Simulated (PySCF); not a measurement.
**Radial density of Sb²⁺ (antimony, charge +2)**

PBEsol, [Kr] 4d10 5s2 5p1, 2P determinant. Calculation: PySCF 2.14, in aug-cc-pwCVDZ-PP with ECP28MDF (6s5p4d1f, 48 functions); a scalar-relativistic core potential. This is the valence pseudo-density: the core potential removes the inner electrons and smooths the orbitals near the nucleus.

```
r (bohr)  4πr²ρ (e/bohr)  4πr²(ρα − ρβ)
 0.00494       1.425e-05         0.0000
 0.00830       3.942e-05         0.0000
  0.0140       0.0001047         0.0000
  0.0235       0.0002500         0.0000
  0.0395       0.0004698         0.0000
  0.0665       0.0008409         0.0000
   0.112        0.005492         0.0000
   0.188         0.06990         0.0002
   0.316           1.185         0.0045
   0.532           13.71         0.0698
   0.895           22.22         0.0098
    1.51           5.834         0.2602
    2.53           1.428         0.4861
    4.26         0.09308         0.0607
    7.16       0.0003516         0.0003
```

Energies and moments cover only the electrons outside the core potential.
